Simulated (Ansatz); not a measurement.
`CBCBC` → `CBBC` + `[CH2]` (triplet) at 600 K and 1 bar (formal loss of a carbene).

Program: Ansatz. Geometries: PBE0-D4/def2-TZVP. ΔE: electronic, gas phase. CCSD(T)/CBS is the MP2 limit (def2-TZVPP, def2-QZVPP) plus CCSD(T) − MP2 in def2-TZVPP, frozen cores. This one scheme is used for every species. Triplets are unrestricted, without spin–orbit coupling. One conformer a species, not always the lowest.

| species | CCSD(T)/CBS energy (Eh) | H − E (kJ/mol) | S (J/(mol·K)) |
| --- | --- | --- | --- |
| `CBCBC` | -169.77212 | 401.2 | 493.2 |
| `CBBC` | -130.47910 | 314.4 | 419.7 |
| `[CH2]` (triplet) | -39.09499 | 66.5 | 220.8 |

H − E and S are ideal-gas, rigid-rotor, harmonic terms from PBE0-D4/def2-TZVP, for one conformer and one mirror image of each species, with the whole ground term of open shells counted as degenerate. 1 Eh = 2625.50 kJ/mol, R = 8.31446 J/(mol·K).

By hand: ΔE, ΔH, ΔS and ΔG.

ΔE = (-130.47910) + (-39.09499) − (-169.77212) = 0.19803 Eh = 519.9 kJ/mol. Δ(H − E) = 314.4 + 66.5 − 401.2 = -20.3, so ΔH = 499.6 kJ/mol. ΔS = 419.7 + 220.8 − 493.2 = 147.3 J/(mol·K). ΔG = 499.6 − 600 × (147.3)/1000 = 411.2 kJ/mol.

By hand: the equilibrium constant, and the temperature at which ΔG would vanish if ΔH and ΔS stayed fixed.

log₁₀ K = −ΔG/(RT ln 10) = -35.8. ΔG = 0 at ΔH/ΔS = 3392 K, far beyond where these terms or the molecules hold.

The number of gas molecules changes by +1, which sets the sign of ΔS. A doubt of 5 kJ/mol in ΔE shifts log₁₀ K by 0.4 here. Other conformers and mirror images would add mixing entropy, several J/(mol·K) or more a flexible species. Modes under 60 cm⁻¹, often nearly free rotors, make the harmonic entropy too high. A triplet takes part, so the spin changes. These are equilibria of isolated gas molecules and say nothing of rates. Largest T1 diagnostic: 0.011 (customary marks: 0.02 for closed shells, 0.045 for open ones).
